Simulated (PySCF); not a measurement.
Method: PBE-D3(BJ)/def2-TZVP // BP86-D3(BJ)/def2-SVP run with PySCF. All species are isolated molecules in the gas phase. One relaxed conformer stands for a flexible species; it need not be the lowest. 

Reference species: [Ti(OH)4] (neutral, multiplicity 1).

```
Quantity                                                         Value
------------------------------------------------------------  --------
mean distance from the central atom to its bonded neighbours   1.810 Å
coordination number                                                  4
charge on the central atom (Mulliken)                           1.29 e
LUMO                                                          -2.24 eV
```

Changed species: [Cr(=O)2(OH)2] (M = Cr, dioxo; the reference has M = Ti).

Problem. Give the shifts of the mean distance from the central atom to its bonded neighbours, coordination number, charge on the central atom (Mulliken) and LUMO.

Solution. the mean distance from the central atom to its bonded neighbours decreases by 0.153 Å, to 1.657 Å; the coordination number hardly moves; the charge on the central atom (Mulliken) drops by 0.04 e, to 1.25 e; the LUMO decreases by 2.57 eV, to -4.81 eV.
